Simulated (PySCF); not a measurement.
PW91 on Se²⁺ (selenium, charge +2), [Ar] 3d10 4s2 4p1 5s1, high-spin 3P determinant (an excited configuration). Computed with PySCF 2.14 in aug-cc-pVDZ-DK (6s5p3d, 36 functions), with the spin-free X2C one-electron Hamiltonian (Gaussian nucleus).

```
cycle= 1 E= -2428.18911941676  delta_E= -0.0119  |g|= 0.0507  |ddm|= 1.33
cycle= 2 E= -2428.19332719013  delta_E= -0.00421  |g|= 0.0216  |ddm|= 0.953
cycle= 3 E= -2428.19393870928  delta_E= -0.000612  |g|= 0.00384  |ddm|= 0.409
cycle= 4 E= -2428.1940856911  delta_E= -0.000147  |g|= 0.00121  |ddm|= 0.358
cycle= 5 E= -2428.19408660102  delta_E= -9.1e-07  |g|= 0.000663  |ddm|= 0.0329
cycle= 6 E= -2428.19409299636  delta_E= -6.4e-06  |g|= 0.000521  |ddm|= 0.0311
cycle= 7 E= -2428.1940877277  delta_E= 5.27e-06  |g|= 0.00018  |ddm|= 0.0229
cycle= 8 E= -2428.1940874429  delta_E= 2.85e-07  |g|= 1.05e-05  |ddm|= 0.00978
cycle= 9 E= -2428.19408744307  delta_E= -1.69e-10  |g|= 1.19e-06  |ddm|= 0.000192
converged SCF energy = -2428.19408744307  <S^2> = 2.0010028  2S+1 = 3.0006684
```

Highest occupied orbital energy: -13.793 eV; ⟨L²⟩ = 4.62; populations by l: s 8.56, p 13.00, d 10.44.

Can this result be used?

Not for this state. The calculation finished and met its thresholds. ⟨L²⟩ = 4.62 against 2 for a pure P term, so this real determinant mixes terms. The outer electron is Rydberg-like, and this basis confines it to a smaller radius and binds it less than a complete one would. The s, p, d and f populations moved away from the nominal configuration during the SCF.
